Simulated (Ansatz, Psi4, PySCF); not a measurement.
ditellurium (Te$_{2}$), triplet, at a GFN2-xTB geometry (core potentials on Te). Base run: PySCF with CAMB3LYP/def2-SVP.

Input for PySCF:
```python
from pyscf import gto, scf, dft

mol = gto.M(
    atom='''
Te   -0.00000000   -0.00000000   -1.30099916
Te    0.00000000    0.00000000    1.30099916
''',
    basis='def2-svp',
    ecp={'Te': 'def2-svp'},
    spin=2,
    verbose=4,
)

mf = dft.UKS(mol)
mf.xc = 'camb3lyp'
mf.kernel()
```

The same geometry, method and basis name were run in Ansatz (an electronic-structure program) and Psi4 and PySCF, at each program's defaults and at the settings that a row names. The base is PySCF at its defaults. Differences at the defaults can come from grids, fitting, cores and function types together.

| code and settings | ΔE vs base (mEh) | basis functions | E (Eh) | SCF cycles |
|---|---|---|---|---|
| PySCF, defaults (exact integrals, its default grid, spherical functions) | 0.000 | 52 | -536.04282 | 9 |
| Psi4, defaults (density fitting with its default set, its default grid, spherical functions) | -0.064 | 52 | -536.04288 | 7 |
| Ansatz, defaults (factorised integrals, its default grid, spherical functions) | -0.007 | 52 | -536.04283 | - |
| PySCF, density fitting with def2-universal-jkfit | -0.047 | 52 | -536.04287 | 9 |
| PySCF, fine grid | -0.006 | 52 | -536.04283 | 9 |
| Psi4, exact integrals, spherical functions, fine grid | -0.007 | 52 | -536.04283 | 10 |
| Ansatz, high accuracy | -0.008 | 52 | -536.04283 | - |

Open shells are given as the SCF converged; they aren't shown to be the lowest states, and a large step between rows can be another state.
